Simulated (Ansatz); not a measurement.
Reaction (formal exchange of groups at the Si–Zn bond): `N[CH2][Zn][SiH3]` + `B[SiH](F)F` → `B[Si](F)(F)[SiH3]` + `N[CH2][ZnH]`

Program: Ansatz. Geometries: PBE0-D4/def2-TZVP. ΔE: electronic, gas phase. CCSD(T)/CBS adds triple-zeta CCSD(T) − MP2 to the extrapolated MP2 energy (def2 sets, frozen cores). DFT in def2-TZVPP. HSE06 is defined as in plane-wave codes. For Zn outer-core shells are correlated without core-valence functions, which leaves a few kJ/mol of doubt a bond. Scalar relativity is left out up to krypton. One conformer a species, not always the lowest.

`N[CH2][Zn][SiH3]`:

```xyz
11

N    -1.996    0.704    1.394
C    -1.363   -0.567    1.002
Zn    0.245   -0.420   -0.155
Si    2.157   -0.051   -1.539
H    -1.348    1.294    1.900
H    -2.291    1.231    0.581
H    -2.120   -1.182    0.507
H    -1.113   -1.115    1.915
H     3.200    0.775   -0.862
H     1.813    0.659   -2.808
H     2.818   -1.329   -1.935
```

`B[SiH](F)F`:

```xyz
7

B     0.026    1.221    0.064
Si    0.002   -0.788   -0.048
F    -0.280   -1.448    1.375
F    -1.158   -1.305   -1.012
H    -0.290    1.891   -0.873
H     0.417    1.775    1.046
H     1.283   -1.345   -0.552
```

`B[Si](F)(F)[SiH3]`:

```xyz
10

B    -0.861   -1.021   -1.503
Si   -0.365    0.644   -0.496
F     0.487    1.647   -1.408
F    -1.664    1.470   -0.058
Si    0.893    0.173    1.444
H    -1.844   -1.636   -1.219
H    -0.125   -1.479   -2.326
H     2.126   -0.571    1.072
H     1.265    1.442    2.124
H     0.089   -0.670    2.369
```

`N[CH2][ZnH]`:

```xyz
8

N     0.626   -0.461   -0.970
C    -0.299   -0.421    0.167
Zn   -0.535    1.426    0.789
H     1.560   -0.192   -0.691
H     0.700   -1.400   -1.347
H    -0.042   -1.107    0.989
H    -1.287   -0.736   -0.187
H    -0.722    2.890    1.250
```

| level | ΔE (kJ/mol) | difference from CCSD(T)/CBS |
| --- | --- | --- |
| LDA (SPW92) | 21.6 | -6.5 |
| revPBE-D4 | 20.7 | -7.4 |
| PBE0-D4 | 23.0 | -5.1 |
| BHLYP-D4 | 24.0 | -4.1 |
| BLYP | 31.8 | 3.7 |
| r2SCAN | 25.8 | -2.3 |
| r2SCAN0 | 26.3 | -1.8 |
| HSE06 | 26.4 | -1.7 |
| RPA@PBE/def2-TZVPP | 23.3 | -4.8 |
| HF/def2-SVP | 34.5 | 6.4 |
| MP2/def2-SVP | 35.1 | 7.0 |
| CCSD/def2-SVP | 34.9 | 6.8 |
| CCSD(T)/def2-SVP | 34.6 | 6.5 |
| MP2/def2-TZVPP | 27.8 | -0.3 |
| CCSD/def2-TZVPP | 25.7 | -2.4 |
| SCS-MP2/def2-QZVPP | 29.0 | 0.9 |
| CCSD(T)/CBS | 28.1 | 0 |

Largest T1 diagnostic among the species: 0.014.

Leaving LDA and LC-ωPBE aside and taking each functional with its dispersion term where it has one, the values, not all of them listed here, spread over 10.2 kJ/mol, from B97M-V to B2PLYP. LDA lies −5.2 kJ/mol from PBE without D4. The D4 term adds −5.8 kJ/mol with B3LYP and −3.2 kJ/mol with PBE0; it sums over pairs of atoms, weighted by their polarisabilities, and B3LYP, whose exchange is more repulsive, gets the larger term.

B3LYP here is the variant with VWN-RPA as its local correlation; programs differ in this.
